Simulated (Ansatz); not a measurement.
Basis-set extrapolation for CH$_{7}$AlB$_{2}$Si, SMILES `CB1[BH][AlH][SiH2]1` (PBE0-D4/def2-TZVP geometry, frozen core, the Gaussian-basis code of Ansatz). Multiplicity 1, RHF reference.

|  | def2-TZVPP | def2-QZVPP |
| --- | --- | --- |
| HF | -622.111631 | -622.130977 |
| MP2 correlation | -0.585702 | -0.623330 |
| CCSD(T) correlation | -0.675901 | not run |

Energies in hartree. Use E(X) = E(∞) + A·exp(−7.88·√X) for Hartree–Fock and E(X) = E(∞) + B·X^(−2.97) for correlation, with X = 3 and 4, and add CCSD(T) minus MP2 of the smaller set to the MP2 limit.

Question: What is the CCSD(T) energy at the basis-set limit?

Answer: HF limit: -622.130977 + (-0.019346) × 0.13774 = -622.13364. MP2 limit: -0.623330 + (-0.037628) × 0.74074 = -0.65120. Higher-order term: -0.675901 − (-0.585702) = -0.09020. Total: -622.87504 hartree, 2.38 eV below CCSD(T)/def2-TZVPP.
